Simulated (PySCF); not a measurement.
An element was calculated at PBE (PySCF 2.14, ECP, a double-zeta basis, no spin-orbit coupling), in the ground configurations that NIST lists.

* electron affinity: 0.707 eV
* first ionisation energy: 7.260 eV
* second ionisation energy: 15.426 eV
* third ionisation energy: 24.384 eV
* polarisability of the atom: 82.8 bohr³

Which element is it?

Tantalum (Ta, Z = 73), in aug-cc-pVDZ-PP with ECP60MDF. NIST lists 7.550, 16.2 ± 0.5, 23.1 ± 1.6 eV for these ionisation energies.
